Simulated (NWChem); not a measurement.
A series in which one site is exchanged, each optimised at PBE0/def2-SVP with NWChem, gas phase unless a solvent is named. All stand in one matching conformer (torsions within 35°), which need not be the lowest. For some, no frequency run checked for a minimum. def2 effective core potentials on In; no spin-orbit coupling.

A: [PH2][AlH][PH2] (AlP$_{2}$H$_{5}$; site = Al)
B: [PH2][InH][PH2] (InP2H5; site = In)
C: PBP (BP₂H₅; site = B)
D: [PH2][GaH][PH2] (GaP2H5; site = Ga)

Question: Rank them by orbital gap (eV), PBE0/def2-SVP, lowest first.

Answer: B (5.06), C (5.28), D (5.33), A (5.36)
